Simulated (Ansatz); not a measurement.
`S=CBS`, relaxed with RKS PBE0-D4/def2-TZVP in the Gaussian-basis code of Ansatz from a GFN2-xTB geometry. The force threshold is 0.005 eV/Å; the program also tests the step.

The species carries charge 0 and has multiplicity 1.

Start:

```xyz
7

S     1.397   -1.413    0.255
C     0.195   -0.466    0.829
B    -0.603    0.580    0.000
S    -0.237    0.795   -1.701
H    -0.045   -0.597    1.882
H    -1.444    1.229    0.482
H     0.737   -0.127   -1.747
```

```csv
step,energy (eV),largest force (eV/Å),largest move (Å)
1,-23424.2501,1.171,0.000
2,-23424.2791,0.610,0.063
3,-23424.2850,0.233,0.014
4,-23424.2850,0.234,0.001
5 (rejected),-23424.2849,0.115,0.014
6,-23424.2860,0.028,0.007
7,-23424.2861,0.003,0.005
```

End:

```xyz
7

S     1.403   -1.430    0.289
C     0.214   -0.487    0.840
B    -0.589    0.570   -0.013
S    -0.256    0.819   -1.722
H    -0.057   -0.589    1.894
H    -1.447    1.230    0.487
H     0.732   -0.112   -1.775
```

Run time 20 s (2 threads of an AMD EPYC 7R13 on a shared host); peak host memory 0.33 GiB.
